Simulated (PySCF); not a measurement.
C3H6Cl (SMILES C[C](C)Cl), doublet, at a GFN2-xTB geometry. Base run: CAMB3LYP/3-21G in PySCF.

PySCF was given this input:
```python
from pyscf import gto, scf, dft

mol = gto.M(
    atom='''
C    -1.12714493    0.54831026   -1.12061078
C     0.05858672    0.01652336   -0.40707604
C     1.43913294    0.42902159   -0.75611191
Cl   -0.19499081   -0.56806618    1.18693576
H    -1.37519472    1.56824688   -0.79981318
H    -0.93026778    0.57765788   -2.19090812
H    -2.00138196   -0.07334642   -0.93606275
H     2.16736257   -0.26712278   -0.34395903
H     1.67995543    1.42623389   -0.36587780
H     1.55092187    0.46232438   -1.83849467
''',
    basis='3-21g',
    spin=1,
    verbose=4,
    symmetry=True,
)

mf = dft.UKS(mol)
mf.xc = 'camb3lyp'
mf.kernel()
mf.analyze()
```

Each row names what was changed in the base input (with any setting that the change needs).

```
change                               ΔE vs base (mEh)  point group used  SCF cycles
-----------------------------------  ----------------  ----------------  ----------
base                                            0.000                Cs          10
irrep_nelec = A':(13, 13) A":(8, 7)             335.0                Cs          16
irrep_nelec = A':(15, 13) A":(6, 7)             313.3                Cs          11
symmetry = off                                  0.000                C1          10
```

Open shells are given as the SCF converged; they aren't shown to be the lowest states, and a large step between rows can be another state.
